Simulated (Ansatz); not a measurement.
Reactions of `C=[CH][Al]([Cl])[Cl]`.

Computed with Ansatz on PBE0-D4/def2-TZVP structures; ΔE is electronic, products minus reactants. CCSD(T)/CBS is the MP2 limit (def2-TZVPP, def2-QZVPP) plus CCSD(T) − MP2 in def2-TZVPP, frozen cores. This one scheme is used for every species. Each species was taken in one conformer, which may not be the lowest.

Problem. Order these by ΔE at CCSD(T)/CBS, lowest first. (Estimate.)
A. `C=[CH][Al]([Cl])[Cl]` + H–F → `[F][Al]([Cl])[Cl]` + ethylene
B. `C=[CH][Al]([Cl])[Cl]` + CH₃OH → `C[O][Al]([Cl])[Cl]` + ethylene
C. `C=[CH][Al]([Cl])[Cl]` + CH₃SH → `C[S][Al]([Cl])[Cl]` + ethylene

Solution. A (-1.64 eV), B (-1.21 eV), C (-0.97 eV).

Largest T1 diagnostic: 0.011, for `C=C`.
